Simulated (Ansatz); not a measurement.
The same path of CH₇AlSiTe (11 atoms, charge 0, multiplicity 1) was run twice with different band settings. The coordinate that changes most is the dihedral H7–C1–Te2–Al3.

Computed with RKS CAM-B3LYP-D4/def2-SVP (Ansatz 0.2.0).

Relaxed end points:

```xyz
11
Properties=species:S:1:pos:R:3
C -0.967 1.937 0.514
Te 0.038 1.048 2.220
Al 0.889 -1.038 1.119
Si 0.505 -1.487 -1.257
H -0.867 3.025 0.605
H -0.506 1.603 -0.421
H -2.027 1.658 0.530
H 1.699 -2.014 2.064
H -0.491 -0.561 -1.869
H 1.779 -1.346 -2.024
H 0.013 -2.882 -1.460
```

```xyz
11
Properties=species:S:1:pos:R:3
C -0.465 2.170 0.326
Te 0.656 1.304 1.970
Al 0.888 -1.039 1.109
Si -0.039 -1.733 -1.046
H -1.390 2.596 0.729
H 0.144 2.960 -0.130
H -0.703 1.406 -0.422
H 1.683 -2.019 2.063
H -0.865 -0.673 -1.694
H 1.058 -2.088 -1.996
H -0.902 -2.941 -0.887
```

Common settings: movable images 7; climbing image yes; spring 5.0 eV/Å²; optimiser quadratic models (default); start path IDPP; end points relaxed.

| run | force threshold | iteration limit |
| --- | --- | --- |
| 1 | 0.05 eV/Å | 54 |
| 2 | 0.2 eV/Å | 58 |

(1) What does each run give, and how far can it be trusted?

## Answers

(1) Run 1: converged after 4 iterations, highest image 0.000 eV above the first end. The highest image is an end point: on this band no image between the ends rises above it.
Run 2: converged after 2 iterations, highest image 0.003 eV above the first end. The threshold of 0.2 eV/Å is loose, so the images may lie well off the minimum-energy path. The top lies less than 8 meV above the higher end, about what the thresholds resolve: that end is a shoulder or a very shallow well. The order of the stationary point at the top wasn't checked.
